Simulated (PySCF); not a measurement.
Isomers of C6H8F2O, one GFN2-xTB conformer each. Single-point energies are computed at PBE0/pcSseg-1 (PySCF, gas phase, no added dispersion term), electronic only.

```
                  SMILES  GFN2-xTB relative energy (kJ/mol)
   C=CC[C@@](C)(F)C(=O)F                               65.4
       CC1=CCO[C@]1(F)CF                                0.0
       C=C/C=C(/OC)C(F)F                              117.7
  FC[C@@H]1COC=C[C@@H]1F                                2.5
 COC[C@@H](F)C1=C[C@H]1F                              244.5
COC[C@@H](F)C1=C[C@@H]1F                              240.1
         C=CC(=C)COC(F)F                              108.1
         C=CC/C=C/OC(F)F                              113.7
```

Conformers: `[CH2:1]=[CH:2][CH2:3][C@@:4]([CH3:5])([F:6])[C:7](=[O:8])[F:9]` with C1–C2–C3–C4 116°, C2–C3–C4–C5 180°, C3–C4–C7–O8 -121°; `[CH3:1][C:2]1=[CH:3][CH2:4][O:5][C@:6]1([F:7])[CH2:8][F:9]` with O5–C6–C8–F9 -79°; `[CH2:1]=[CH:2]/[CH:3]=[C:4](/[O:5][CH3:6])[CH:7]([F:8])[F:9]` with C1–C2–C3–C4 179°, C3–C4–O5–C6 0°, C3–C4–C7–F8 60°; `[F:1][CH2:2][C@@H:3]1[CH2:4][O:5][CH:6]=[CH:7][C@@H:8]1[F:9]` with F1–C2–C3–C4 -66°, C2–C3–C4–O5 177°, C3–C4–O5–C6 43°, C4–O5–C6–C7 -11°, C6–C7–C8–F9 103°; `[CH3:1][O:2][CH2:3][C@@H:4]([F:5])[C:6]1=[CH:7][C@H:8]1[F:9]` with C1–O2–C3–C4 -179°, O2–C3–C4–F5 84°, C3–C4–C6–C7 -112°; `[CH3:1][O:2][CH2:3][C@@H:4]([F:5])[C:6]1=[CH:7][C@@H:8]1[F:9]` with C1–O2–C3–C4 -69°, O2–C3–C4–F5 -172°, C3–C4–C6–C7 -115°; `[CH2:1]=[CH:2][C:3](=[CH2:4])[CH2:5][O:6][CH:7]([F:8])[F:9]` with C1–C2–C3–C4 178°, C2–C3–C5–O6 71°, C3–C5–O6–C7 -176°, C5–O6–C7–F8 -57°; `[CH2:1]=[CH:2][CH2:3]/[CH:4]=[CH:5]/[O:6][CH:7]([F:8])[F:9]` with C1–C2–C3–C4 -117°, C2–C3–C4–C5 -113°, C4–C5–O6–C7 -13°, C5–O6–C7–F8 -166°.

Question: What does PBE0/pcSseg-1 give for the same structures?

Answer: 
```tsv
SMILES	PBE0/pcSseg-1 E (Eh)	PBE0/pcSseg-1 (kJ/mol)	GFN2-xTB (kJ/mol)	point group
C=CC[C@@](C)(F)C(=O)F	-507.75183	0.0	65.4	C1
CC1=CCO[C@]1(F)CF	-507.74406	20.4	0.0	C1
FC[C@@H]1COC=C[C@@H]1F	-507.73559	42.6	2.5	C1
C=CC(=C)COC(F)F	-507.72100	81.0	108.1	C1
C=CC/C=C/OC(F)F	-507.71458	97.8	113.7	C1
C=C/C=C(/OC)C(F)F	-507.70782	115.5	117.7	–
COC[C@@H](F)C1=C[C@H]1F	-507.65234	261.2	244.5	C1
COC[C@@H](F)C1=C[C@@H]1F	-507.65034	266.5	240.1	C1
```

GFN2-xTB puts CC1=CCO[C@]1(F)CF lowest instead; measured from each level's own lowest isomer, the values differ by up to 65.4 kJ/mol (C=CC[C@@](C)(F)C(=O)F: 65.4 against 0.0). As drawn, the lowest has a C=O bond, which the highest lacks; the highest has a three-membered ring, which the lowest lacks. Neighbours under 10 kJ/mol apart (COC[C@@H](F)C1=C[C@H]1F and COC[C@@H](F)C1=C[C@@H]1F) can change places with a better method, another conformer or zero-point energy. COC[C@@H](F)C1=C[C@H]1F and COC[C@@H](F)C1=C[C@@H]1F are stereoisomers, 5.3 kJ/mol apart in the conformers taken.

Question: Which frontier levels, dipoles and rotational constants go with these structures?

Answer: 
```json
{"SMILES": "C=CC[C@@](C)(F)C(=O)F", "HOMO (eV, PBE0/pcSseg-1)": "-7.92", "LUMO (eV)": "-0.70", "dipole (D)": "3.26", "A, B, C (MHz)": "2133, 1266, 1129"}
{"SMILES": "CC1=CCO[C@]1(F)CF", "HOMO (eV, PBE0/pcSseg-1)": "-7.63", "LUMO (eV)": "-0.08", "dipole (D)": "1.93", "A, B, C (MHz)": "1948, 1587, 1397"}
{"SMILES": "FC[C@@H]1COC=C[C@@H]1F", "HOMO (eV, PBE0/pcSseg-1)": "-7.08", "LUMO (eV)": "0.15", "dipole (D)": "1.44", "A, B, C (MHz)": "2514, 1317, 970.9"}
{"SMILES": "C=CC(=C)COC(F)F", "HOMO (eV, PBE0/pcSseg-1)": "-7.08", "LUMO (eV)": "-1.07", "dipole (D)": "1.45", "A, B, C (MHz)": "2801, 992.7, 782.1"}
{"SMILES": "C=CC/C=C/OC(F)F", "HOMO (eV, PBE0/pcSseg-1)": "-7.35", "LUMO (eV)": "-0.25", "dipole (D)": "2.76", "A, B, C (MHz)": "4001, 615.8, 591.1"}
{"SMILES": "C=C/C=C(/OC)C(F)F", "HOMO (eV, PBE0/pcSseg-1)": "-6.39", "LUMO (eV)": "-0.84", "dipole (D)": "3.08", "A, B, C (MHz)": "1643, 1395, 874.8"}
{"SMILES": "COC[C@@H](F)C1=C[C@H]1F", "HOMO (eV, PBE0/pcSseg-1)": "-7.72", "LUMO (eV)": "-0.36", "dipole (D)": "0.55", "A, B, C (MHz)": "2440, 925.0, 707.2"}
{"SMILES": "COC[C@@H](F)C1=C[C@@H]1F", "HOMO (eV, PBE0/pcSseg-1)": "-7.70", "LUMO (eV)": "-0.30", "dipole (D)": "1.48", "A, B, C (MHz)": "1834, 1315, 881.8"}
```

Question: As an exercise, what shares would exp(−E/RT) give at 500 K from these electronic energies alone (no entropy, no degeneracies)?

Answer: RT = 4.157 kJ/mol: C=CC[C@@](C)(F)C(=O)F 99.3 %, CC1=CCO[C@]1(F)CF 0.7 %, FC[C@@H]1COC=C[C@@H]1F under 0.1 %, C=CC(=C)COC(F)F under 0.1 %, C=CC/C=C/OC(F)F under 0.1 %, C=C/C=C(/OC)C(F)F under 0.1 %, COC[C@@H](F)C1=C[C@H]1F under 0.1 %, COC[C@@H](F)C1=C[C@@H]1F under 0.1 %.
